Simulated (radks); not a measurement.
Polarisability of neutral sulfur, [Ne] 3s2 3p4, at imaginary frequency. Method: scalar-relativistic Kohn-Sham, LB94 model potential, spin-polarised, spherical densities, finite nucleus; open shells are filled with parallel spins first; Fermi nuclear charge, rms radius 3.2611 fm; computed with a radial shooting solver on a logarithmic mesh with Libxc functionals. Response by self-consistent Sternheimer equations with the Hartree and adiabatic LDA kernel, the relativistic mass of each level held fixed and spin-orbit coupling left out.

| w (hartree) | alpha1(iw) (bohr^3) |
|---|---|
| 0.00266 | 19.94 |
| 0.0143 | 19.91 |
| 0.0360 | 19.79 |
| 0.0697 | 19.40 |
| 0.118 | 18.48 |
| 0.186 | 16.76 |
| 0.280 | 14.12 |
| 0.413 | 10.82 |
| 0.605 | 7.412 |
| 0.892 | 4.501 |
| 1.35 | 2.413 |
| 2.12 | 1.139 |
| 3.59 | 0.4693 |
| 6.94 | 0.1619 |
| 17.5 | 0.03599 |

Static values: alpha1 = 19.94 bohr^3 (2.954 angstrom^3; uncoupled 30.26). C6 = 136.4, triple-dipole C9 = 1982 atomic units. One-pole (London) frequency 4 C6 / (3 alpha1^2) = 0.458 hartree, against 0.410 for minus the highest occupied eigenvalue. Recommended static value: 19.4 bohr^3 (Schwerdtfeger and Nagle, 2023 table).
